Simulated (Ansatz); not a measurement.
Abridged output of a molecular run in Ansatz:

```
Functional definition: HF
3771 factors; integrals over basis functions are off by at most 1.1e-3 eV
mean field evaluation 1: about -36585.4297 eV, gradient 8.4e1 eV
mean field evaluation 2: about -36585.9467 eV, gradient 8.4e1 eV
mean field evaluation 4: about -36600.0889 eV, gradient 1.4e1 eV
mean field evaluation 8: about -36600.5786 eV, gradient 8.7e-1 eV
mean field evaluation 16: about -36600.5819 eV, gradient 5.8e-6 eV
mean field -36600.58189908 eV, -1345.0465760256 hartree, gradient 5.8e-6 eV, S^2 0.000000; 1 other end points of the search recorded, 0 dependent functions left out
15 core orbitals not correlated: weight in the atoms' cores, before any rotation towards them, 1.000 or more for the frozen orbitals, at most 0.000 for the correlated occupied ones
reference -36600.58189908 eV, -1345.0465760256 hartree; 38, 38 occupied and 573, 573 virtual orbitals, 3771 factors
second order -65.94298141 eV of doubles, -0.00000000 eV of singles
cycle   1  -65.17255999 eV  change    7.7e-1 eV  update   2.9e-1
cycle   2  -66.98970974 eV  change    -1.8e0 eV  update   1.8e-1
cycle   3  -67.65947486 eV  change   -6.7e-1 eV  update   7.2e-2
cycle   4  -67.73077871 eV  change   -7.1e-2 eV  update   2.9e-2
cycle   5  -67.69876293 eV  change    3.2e-2 eV  update   1.4e-2
cycle   6  -67.68929028 eV  change    9.5e-3 eV  update   7.1e-3
cycle   7  -67.69350581 eV  change   -4.2e-3 eV  update   3.8e-3
cycle   8  -67.69296124 eV  change    5.4e-4 eV  update   1.6e-3
cycle   9  -67.69304315 eV  change   -8.2e-5 eV  update   7.7e-4
cycle  10  -67.69456142 eV  change   -1.5e-3 eV  update   3.5e-4
cycle  11  -67.69394810 eV  change    6.1e-4 eV  update   2.2e-4
cycle  12  -67.69355481 eV  change    3.9e-4 eV  update   1.1e-4
cycle  13  -67.69375244 eV  change   -2.0e-4 eV  update   5.9e-5
cycle  14  -67.69363161 eV  change    1.2e-4 eV  update   2.7e-5
cycle  15  -67.69368321 eV  change   -5.2e-5 eV  update   1.8e-5
perturbative correction -3.21352225 eV, -0.1180947644 hartree
Total energy: -36671.48910454 eV, -1347.6523677637 hartree
```

Its atoms:

Z-matrix (Å, degrees):
```
Ti
C 1 2.912
O 1 1.833 2 131.6
N 1 1.884 2 109.9 3 -137.4
N 1 1.890 2 25.1 3 -52.7
C 1 2.829 2 136.7 3 -145.6
O 1 1.818 2 84.3 3 113.1
C 1 2.992 2 47.8 3 -51.7
C 1 3.016 2 89.2 3 -131.6
H 2 1.100 1 124.5 3 -23.6
H 2 1.100 1 123.9 3 129.9
H 2 1.091 1 77.1 3 -126.6
H 3 0.958 1 127.2 2 87.5
C 6 1.521 1 117.1 2 111.3
H 6 1.097 1 73.4 2 -146.1
H 6 1.101 1 130.4 2 -49.1
H 7 0.957 1 131.4 2 114.5
C 8 1.515 1 83.9 2 -174.9
H 8 1.102 1 124.9 2 -65.8
H 8 1.102 1 120.1 2 76.0
H 9 1.090 1 81.6 2 8.5
H 9 1.100 1 125.7 2 -97.8
H 9 1.099 1 120.8 2 114.0
H 14 1.093 6 110.6 1 138.5
H 14 1.092 6 109.9 1 18.7
H 14 1.092 6 111.6 1 -101.7
H 18 1.091 8 111.5 1 -57.7
H 18 1.093 8 111.1 1 62.7
H 18 1.092 8 109.9 1 -177.9
```

Q: Which basis set was used?
A. def2-TZVPP
B. cc-pV(Q+d)Z
C. def2-QZVPP
D. cc-pV(D+d)Z

A: A. It gives 626 functions.

Q: Write the keys of the input that set method, charge and spin (a neutral closed shell needs none for the last two).

A: 
```yaml
correlation: {method: ccsd_t}
```
